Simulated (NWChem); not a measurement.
Molecule: C₂H₆GeO; SMILES C[C](=O)[GeH3]

```xyz
10

C     -1.0961     1.8767     0.0000
C      0.1497     1.0337     0.0000
O      1.2590     1.5045     0.0000
Ge    -0.0033    -0.9767     0.0000
H     -1.7105     1.6370     0.8834
H     -1.7105     1.6370    -0.8834
H     -0.8329     2.9440     0.0000
H      0.7163    -1.4980    -1.2533
H      0.7163    -1.4980     1.2533
H     -1.4658    -1.4656     0.0000
```
Atoms are numbered in this order, from 1.

Program: NWChem. Pople sets run with spherical d functions. All runs use the structure optimised with PBE0/def2-SVP. B3LYP is NWChem's, with the RPA form of VWN correlation.

For level PBE/6-31G*:

```
Property                     Result
---------------------------  ------
highest occupied level (eV)   -5.25
orbital gap (eV)               3.37
dipole (D)                     2.20
```

Q: How do the values read with level B3LYP/6-31G* instead?

A: The highest occupied level (eV) comes out as -6.42, the orbital gap (eV) is 5.47 and the dipole (D) is 2.34.
